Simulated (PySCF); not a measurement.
# Orbital picture of BeO

PBE0 at R = 1.341 Å; Be x2c-SVPall, O x2c-SVPall; spin-free X2C with a Gaussian nucleus (PySCF 2.14). State: ³Σ⁺ (triplet), unpaired electrons σ ↑↑, a second solution, started from another occupation. Only the outer orbitals are listed, counted within each symmetry.

```
spin  orbital  occ.  ε (eV)  on Be (%)   main shells (%)
   α       3σ     1  -27.96          9            90 O s
   α       4σ     1  -14.38         10            87 O p
   α       1π     1  -10.99         10   90 O p, 10 Be p
   α       1π     1  -10.99         10   90 O p, 10 Be p
   α       5σ     1   -6.19         99  72 Be s, 27 Be p
   α       2π     0   -0.23         93           93 Be p
   α       2π     0   -0.23         93           93 Be p
   α       6σ     0    1.76        107  61 Be p, 46 Be s
   β       3σ     1  -25.79          8            90 O s
   β       1π     1  -10.24         10   90 O p, 10 Be p
   β       1π     1  -10.24         10   90 O p, 10 Be p
   β       4σ     0   -6.62         16   77 O p, 10 Be s
   β       5σ     0   -1.94         99  82 Be s, 17 Be p
   β       2π     0    1.05         94           94 Be p
```

**Question.** Which are the highest filled and the lowest empty level, where do they sit, and how wide is the gap?

**Answer.** Highest filled α 5σ at -6.19 eV (in %: 72 Be s, 27 Be p); lowest empty β 4σ at -6.62 eV (in %: 77 O p, 10 Be s); the gap at PBE0 is -0.43 eV.

| Quantity | Value |
| --- | --- |
| bond order (Mayer) | 1.18 |
| ⟨S²⟩ | 2.002 |
| charge on Be (Mulliken, basis-dependent) | 0.34 |
| charge on Be (Löwdin, basis-dependent) | 0.15 |
| dipole moment (positive dipole means Be(−)O(+)) | -0.06 D |

Shares are Mulliken populations and can fall outside 0 to 100 %.

Counting both spins, an empty level lies below a filled one in this solution, because spin and occupation are held.
